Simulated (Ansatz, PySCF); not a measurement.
GeF3Br, SMILES [F][Ge]([Br])([F])[F].

Coordinates come from a PBE0-D3(BJ)/def2-SVP optimisation.

Vertical ionisation energy (IE) and electron affinity (EA) in eV. Rows of orbital energies are one-electron estimates. Where ΔSCF, EOM or ADC give a negative EA the extra electron is unbound and the value depends on the basis.

```json
[
 {"level": "−ε(HOMO), −ε(LUMO), CAM-B3LYP/def2-TZVP (PySCF)", "IE": "11.26", "EA": "1.10"},
 {"level": "−ε(HOMO), −ε(LUMO), PBE/def2-TZVP (PySCF)", "IE": "8.48", "EA": "3.13"},
 {"level": "ΔSCF, PBE/def2-SVPD (Ansatz), final states of multiplicity 2 and 2", "IE": "…", "EA": "…"}
]
```

Question: What belongs in the gaps? (The exact figures need the calculation; the answer reports its results.)

Answer: 
- ΔSCF, PBE/def2-SVPD (Ansatz, an electronic-structure program), final states of multiplicity 2 and 2, IE: 12.21
- ΔSCF, PBE/def2-SVPD (Ansatz), final states of multiplicity 2 and 2, EA: 0.63

Question: What vertical singlet–triplet gap does ΔSCF give with CAM-B3LYP/def2-SVPD (Ansatz) and with PBE/def2-SVPD (Ansatz)? (An estimate is asked for; the answer gives what the named calculation found.)

Answer: 5.87 and 5.59 eV (triplet above singlet where positive).
